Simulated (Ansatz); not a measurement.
Computed with Ansatz on PBE0-D4/def2-TZVP structures; ΔE is electronic, products minus reactants. CBS: MP2 limit from def2 TZ/QZ plus the TZ coupled-cluster correction, frozen cores. For Ge outer-core shells are correlated without core-valence functions, which leaves a few kJ/mol of doubt a bond. Scalar relativity is left out up to krypton. One conformer a species, not always the lowest.

`[BH2][GeH]([CH3])[F]` + `C[SiH2]S[SiH3]` → `BC[SiH2]S[SiH3]` + `[CH3][GeH2][F]`  (formal exchange of groups at a B–Ge bond)

```
               species  CCSD(T)/CBS(def2) energy (Eh)
`[BH2][GeH]([CH3])[F]`                    -2242.37007
      `C[SiH2]S[SiH3]`                    -1018.85612
     `BC[SiH2]S[SiH3]`                    -1044.23440
      `[CH3][GeH2][F]`                    -2217.00316
```

Question: Work out ΔE.

Answer: ΔE = (-1044.23440) + (-2217.00316) − (-2242.37007) − (-1018.85612) = -0.01137 Eh = -7.1 kcal/mol.

Largest T1 diagnostic among the species: 0.012.

The D4 term adds −2.4 kcal/mol with B3LYP and −1.3 kcal/mol with PBE0; it sums over pairs of atoms, weighted by their polarisabilities, and B3LYP, whose exchange is more repulsive, gets the larger term. In def2-TZVPP, CCSD(T) changes the Hartree–Fock value by −3.8 kcal/mol (the triples alone add −0.9 kcal/mol) and MP2 by −5.3 kcal/mol.

B3LYP here is the variant with VWN-RPA as its local correlation; programs differ in this.
